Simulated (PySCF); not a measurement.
Compound: 3'-fluoroacetophenone, C8H7FO.
Bonds: C1–C2, C2–O3 (double), C2–C4, C4–C5 (aromatic), C5–C6 (aromatic), C6–C7 (aromatic), C7–C8 (aromatic), C8–F9, C8–C10 (aromatic), C4–C10 (aromatic). Hydrogens: H11, H12, H13 on C1; H14 on C5; H15 on C6; H16 on C7; H17 on C10.

Theory: PBE0-D3(BJ)/def2-SVP geometry optimisation, gas phase (PySCF 2.14.0).

Q: List the bond lengths, angles and torsions at this level.

A: 
```tsv
bond	length (pm)
C1–C2	150.8
C2=O3	121.1
C2–C4	150.0
C4–C5	140.0
C5–C6	139.0
C6–C7	139.5
C7–C8	139.0
C8–F9	133.2
C8–C10	138.8
C4–C10	139.9
C1–H11, C1–H12, C1–H13	109.9
C5–H14	109.1
C6–H15	109.2
C7–H16	109.2
C10–H17	109.1
```

Bonds in one row agree within 1 pm and their mean is given. A selection of angles:
```tsv
angle	degrees
C2–C1–H11	108.8
C2–C1–H12	110.8
H11–C1–H12	109.5
H12–C1–H13	107.3
C1–C2–O3	121.3
C1–C2–C4	118.4
O3–C2–C4	120.3
C2–C4–C5	118.0
C2–C4–C10	122.3
C5–C4–C10	119.7
C4–C5–C6	120.3
C4–C5–H14	117.9
C6–C5–H14	121.8
C5–C6–C7	120.4
C5–C6–H15	120.1
C7–C6–H15	119.5
C6–C7–C8	118.8
C6–C7–H16	122.0
C8–C7–H16	119.2
C7–C8–F9	119.3
C7–C8–C10	121.8
F9–C8–C10	118.9
C8–C10–H17	118.5
C4–C10–C8	119.1
C4–C10–H17	122.4
```

Torsions: C1–C2–C4–C5 180° (antiperiplanar).

The C–C distances run from 1.388 Å (C8–C10, aromatic) to 1.508 Å (C1–C2, drawn single), a spread of 0.120 Å. The 10 heavy atoms lie in one plane (0.000 Å rms). Of the pairs four or more bonds apart, O3···H14 is among the closest relative to their van der Waals radii: 2.42 Å, 89 % of the sum of Bondi's values. The 6-membered ring C4–C5–C6–C7–C8–C10 has internal angles of 118.8° to 121.8° (sum 720°, against 720° for a flat polygon); it is planar, 0.00 Å rms from its mean plane, widest ring torsion 0°.

Point group: Cs (tolerance 0.08 Å). No PBE0-D3(BJ)/def2-SVP frequencies stand behind this structure, so it isn't proved a minimum. The numbers are those of one conformer.

The run took 80 s wall on one thread of an Arm Neoverse V1, no GPU, on a shared host, and the process peaked at 0.81 GiB of memory. This is the geometry optimisation.
